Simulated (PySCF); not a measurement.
TeO₃ (singlet). Method: PBE0 in PySCF with Te def2-TZVP with ECP28, O def2-TZVP; scalar-relativistic core potentials, no spin–orbit coupling; density-fitted integrals.

Harmonic bands of its minimum:

```csv
ω (cm⁻¹),"IR (km/mol, summed over degenerate members)",degeneracy
173,37.3,1
252,61.7,2
859,0.0,1
918,129,2
```

Task: The central atom is Te. Infer the point group and assign the bands.

Result: D3h. The modes span a2'' + 2e' + a1': 173 a2'', 252 e', 859 a1', 918 e'. The computed geometry has Te–O 1.773 Å (×3); O–Te–O 120.0° (×3).
